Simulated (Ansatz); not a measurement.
Isolated molecules relaxed with PBE0-D4/def2-TZVP in Ansatz; ΔE leaves out vibrations. CCSD(T)/CBS is the MP2 limit (def2-TZVPP, def2-QZVPP) plus CCSD(T) − MP2 in def2-TZVPP, frozen cores. Elements past krypton have def2 core potentials. For In outer-core shells are correlated without core-valence functions, which leaves a few kJ/mol of doubt a bond. One conformer a species, not always the lowest.

Consider the redistribution: `C[CH2][In]([Cl])[Cl]` + `FC1=C(Cl)[SiH2]1` → `C[CH2][In]([F])[Cl]` + `ClC1=C(Cl)[SiH2]1`.

`C[CH2][In]([Cl])[Cl]`:

Cartesian coordinates in Å:
```
C -0.790 1.186 -0.085
C 0.361 0.427 0.553
In 0.638 -1.544 -0.246
Cl -0.775 -2.428 -1.874
Cl 2.307 -3.048 0.348
H -0.644 1.326 -1.158
H -0.889 2.179 0.365
H -1.744 0.671 0.046
H 0.220 0.292 1.628
H 1.317 0.939 0.422
```

`FC1=C(Cl)[SiH2]1`:

Z-matrix (Å, degrees):
```
Si
C 1 1.826
C 1 1.809 2 42.8
H 1 1.483 2 121.8 3 -104.5
H 1 1.483 2 121.8 3 104.5
Cl 2 1.694 1 153.8 3 -180.0
F 3 1.315 1 154.3 2 -180.0
```

`C[CH2][In]([F])[Cl]`:

Z-matrix (Å, degrees):
```
C
C 1 1.520
H 1 1.091 2 112.1
H 1 1.091 2 112.1 3 -120.6
H 1 1.094 2 110.3 3 119.7
In 2 2.141 1 113.7 3 60.2
H 2 1.092 1 112.2 3 -59.8
H 2 1.092 1 112.2 3 -179.9
Cl 6 2.319 2 130.9 1 179.9
F 6 1.952 2 120.2 1 -0.1
```

`ClC1=C(Cl)[SiH2]1`:

Cartesian coordinates in Å:
```
Cl -0.600 2.310 1.049
C -0.210 0.812 0.368
C 0.420 0.381 -0.719
Cl 1.195 1.084 -2.048
Si -0.176 -1.002 0.295
H 0.744 -1.796 1.143
H -1.373 -1.788 -0.088
```

```
               species  HF/def2-TZVPP energy (Eh)
`C[CH2][In]([Cl])[Cl]`                -1187.02664
    `FC1=C(Cl)[SiH2]1`                 -924.77377
 `C[CH2][In]([F])[Cl]`                 -826.96916
   `ClC1=C(Cl)[SiH2]1`                -1284.81445
```

Work out ΔE.

ΔE = (-826.96916) + (-1284.81445) − (-1187.02664) − (-924.77377) = 0.01680 Eh = +0.46 eV. CCSD(T)/CBS gives +0.18 eV.

Largest T1 diagnostic among the species: 0.013.

At CCSD(T), def2-SVP lies +0.16 eV from the extrapolated value and def2-TZVPP +0.06 eV. In def2-TZVPP, CCSD(T) changes the Hartree–Fock value by −0.22 eV (the triples alone add −0.04 eV) and MP2 by −0.31 eV.
